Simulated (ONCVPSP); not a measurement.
# iron, ONCV: configuration errors across variants

* Element: Fe
* Generator: ONCVPSP 4.0.1
* Type: optimised norm-conserving Vanderbilt (ONCV)
* Functional: PBEsol
* Relativity: scalar-relativistic
* Frozen core: [Ne]
* Valence charge: 16
* Reference configuration: 3s2 3p6 3d7 4s1
* Partial waves: 3s+4s: rc 1.45 bohr, ncon 5, nbas 9, qcut 6.7 1/bohr, 2 projectors; 3p: rc 1.05 bohr, ncon 5, nbas 9, qcut 15 1/bohr, 1 projector; 3d: rc 1.20 bohr, ncon 4, nbas 9, qcut 12.4 1/bohr, 1 projector
* Local potential: polynomial inside 0.85 bohr (lpopt 5, dvloc0 -1 Ha)
* Core correction: Teter function, fcfact 4, rcfact 1.35

All-electron excitation energies from the reference (eV): (1) 3s2 3p6 3d6 4s2 0.801; (2) 3s2 3p6 3d6 4s1 9.547; (3) 3s2 3p6 3d6 4s0 25.663; (4) 3s2 3p6 3d5 4s2 4p1 9.577.

2 further variants failed, have other tests or another functional or relativity, and are left out.

Errors AE − PS in meV (a dash: test not solved or not reliable):

| change | (1) | (2) | (3) | (4) | bound ghosts | GHOST(+) flags above zero |
| --- | --- | --- | --- | --- | --- | --- |
| base | +3.2 | +0.1 | -3.6 | +41 | none | none |
| all radii but the core radius scaled by about 1.08 (s 1.56, p 1.14, d 1.30 bohr); local potential polynomial inside 0.92 bohr (lpopt 5, dvloc0 -1 Ha) | +3.8 | +0.1 | -4.4 | +46 | none | none |
| local potential polynomial inside 0.85 bohr (lpopt 5, dvloc0 8 Ha) | +2.6 | -0.5 | -4.3 | +31 | none | none |

Question: Give the same row for: d: rc 1.08.

Answer: +3.3, +0.7, -2.5, +38; bound ghosts: none; GHOST(+) flags above zero: none.
